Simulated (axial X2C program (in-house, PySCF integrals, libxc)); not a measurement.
# Bond lengths and stretching modes, held linear, of HSbH

Computed with an in-house all-electron X2C program for linear molecules (integrals from PySCF): two-component X2C with atomic mean-field Coulomb and Gaunt terms, Gaussian nuclei, basis H dyall-v3z, Sb dyall-v3z with contracted cores. Spin-free rows use the one-electron spin-free X2C Hamiltonian.

Masses H 1.008, Sb 120.904, H 1.008 u. States: 2c Ω = 3/2 (beyond evenly filled blocks: ω = 3/2); spin-free M_S = 3/2, Λ = 0 (beyond evenly filled blocks: σα, π+α, π-α).

PBE0, 2c: energies above the lowest point

```csv
r(H–Sb) (Å),r(Sb–H) (Å),E (meV)
1.8145,1.8145,18.92
1.8145,1.8610,6.38
1.8145,1.9075,5.55
1.8610,1.8145,6.38
1.8610,1.8610,0.00
1.8610,1.9075,5.33
1.8610,1.9541,19.12
1.9075,1.8145,5.55
1.9075,1.8610,5.33
1.9075,1.9075,16.89
1.9541,1.8610,19.12
1.9541,1.9541,63.26
```

**Question.** Fit a quadratic surface with cubic terms in each bond: where is the minimum, and what are the two stretching wavenumbers?

**Answer.** At PBE0, 2c: bonds 1.861 and 1.861 Å; harmonic stretches 839.4 and 1497.5 cm⁻¹; force constants 0.872, 0.872 and coupling 0.46 mdyn/Å.

The other levels and Hamiltonians give:

```csv
Hamiltonian,level,r(H–Sb) (Å),r(Sb–H) (Å),lower stretch (cm⁻¹),upper stretch (cm⁻¹)
2c,HF,1.856,1.856,318.9,1493.5
2c,BHandHLYP,1.858,1.858,743.4,1495.6
2c,MP2,1.833,1.833,734.1,1642.7
spin-free,PBE0,1.860,1.860,857.8,1499.7
spin-free,HF,1.855,1.855,368.2,1494.8
spin-free,BHandHLYP,1.857,1.857,768.3,1497.8
spin-free,MP2,1.833,1.833,761.0,1644.3
```

Each state is one determinant, the lowest of a limited PBE0 search; the stretches come from a fit to these few points and carry an uncertainty of a few per cent. Other orders of the atoms were not compared. The levels spread by more than a fifth, so the stretches depend strongly on the method. MP2 freezes inner shells (threshold -2 hartree). The molecule was held linear; bending was not examined, so a bent shape may lie lower. Note: several unpaired electrons, one determinant need not be a pure state.
